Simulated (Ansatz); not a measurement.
In(NH2)3 (H6InN3), SMILES [NH2][In]([NH2])[NH2].

Geometry optimised at B3LYP-D3(BJ)/def2-SVP. The def2 effective core potentials stand for the cores of In; spin–orbit coupling is left out. The values are those of a single conformer.

Two levels are set side by side: PBE/def2-SVPD (Ansatz, a program for electronic structure) and PBE0/def2-SVPD (Ansatz). Energy differences of separate SCF runs at the same geometry; the states with an electron removed or added have multiplicity 2 and 2. Differences are taken from unrounded values.

```
quantity                            PBE
---------------------------------  ----
vertical ionisation energy (eV)    8.36
vertical singlet–triplet gap (eV)  3.66
```

**Question.** These are the PBE values. What does PBE0 give? (An estimate is asked for; the answer gives what the named calculation found.)

**Answer.** 
| quantity | PBE0 | PBE minus PBE0 |
|---|---|---|
| vertical ionisation energy (eV) | 8.81 | -0.45 |
| vertical singlet–triplet gap (eV) | 4.18 | -0.53 |
